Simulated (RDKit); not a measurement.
Torsional profile of SMILES CC(=O)[SiH2]CO (C₃H₈O₂Si). Scanned: dihedral O3–C2–Si4–C5 and dihedral C2–Si4–C5–O6; all other coordinates were relaxed at GFN2-xTB. Points at φ and −φ are mirror images. Heavy atoms are numbered in the order of the SMILES CC(=O)[SiH2]CO, hydrogens after them in the order of the atoms that carry them; the mirror image has the same energies with the sign of each dihedral reversed.

Calculation: MMFF94 // GFN2-xTB in RDKit.

Energy in kJ/mol above the lowest grid point; x is the dihedral O3–C2–Si4–C5 (°), y the dihedral C2–Si4–C5–O6 (°).

| y \ x | -150 | -120 | -90 | -60 | -30 | 0 | 30 | 60 | 90 | 120 | 150 | 180 |
|---|---|---|---|---|---|---|---|---|---|---|---|---|
| 180 | 16.5 | 13.2 | 8.7 | 3.9 | 0.9 | 0.0 | 0.9 | 3.9 | 8.7 | 13.2 | 16.5 | 18.2 |
| 150 | 22.0 | 18.7 | 15.4 | 10.7 | 6.8 | 4.7 | 4.1 | 5.8 | 9.5 | 14.6 | 19.4 | 22.2 |
| 120 | 26.7 | 25.5 | 23.6 | 19.9 | 16.0 | 12.7 | 9.8 | 9.4 | 11.8 | 15.5 | 20.9 | 25.1 |
| 90 | 20.5 | 22.7 | 24.8 | 24.5 | 22.3 | 17.9 | 12.2 | 8.5 | 9.5 | 11.0 | 14.5 | 17.8 |
| 60 | 12.3 | 16.7 | 21.9 | 24.9 | 26.4 | 23.6 | 16.3 | 10.6 | 7.5 | 5.8 | 6.3 | 10.0 |
| 30 | 10.6 | 15.1 | 21.9 | 27.0 | 31.6 | 30.8 | 23.9 | 17.4 | 10.8 | 7.1 | 7.0 | 8.7 |
| 0 | 12.2 | 12.5 | 19.5 | 25.7 | 33.1 | 37.1 | 33.1 | 25.7 | 19.5 | 12.5 | 12.2 | 10.9 |
| -30 | 7.0 | 7.1 | 10.8 | 17.4 | 23.9 | 30.8 | 31.6 | 27.0 | 21.9 | 15.1 | 10.6 | 8.7 |
| -60 | 6.3 | 5.8 | 7.5 | 10.6 | 16.3 | 23.6 | 26.4 | 24.9 | 21.9 | 16.7 | 12.3 | 10.0 |
| -90 | 14.5 | 11.0 | 9.5 | 8.5 | 12.2 | 17.9 | 22.3 | 24.5 | 24.8 | 22.7 | 20.5 | 17.8 |
| -120 | 20.9 | 15.5 | 11.8 | 9.4 | 9.8 | 12.7 | 16.0 | 19.9 | 23.6 | 25.5 | 26.7 | 25.1 |
| -150 | 19.4 | 14.6 | 9.5 | 5.8 | 4.1 | 4.7 | 6.8 | 10.7 | 15.4 | 18.7 | 22.0 | 22.2 |

Points that lie below all their neighbours on the grid: x = 0, y = 180 (0.0 kJ/mol); x = -120, y = -60 (5.8 kJ/mol); x = 120, y = 60 (5.8 kJ/mol). The lowest path on the grid from the first to the second passes x = -60, y = -120 at 9.4 kJ/mol.

MMFF94 has few fitted parameters for silicon.
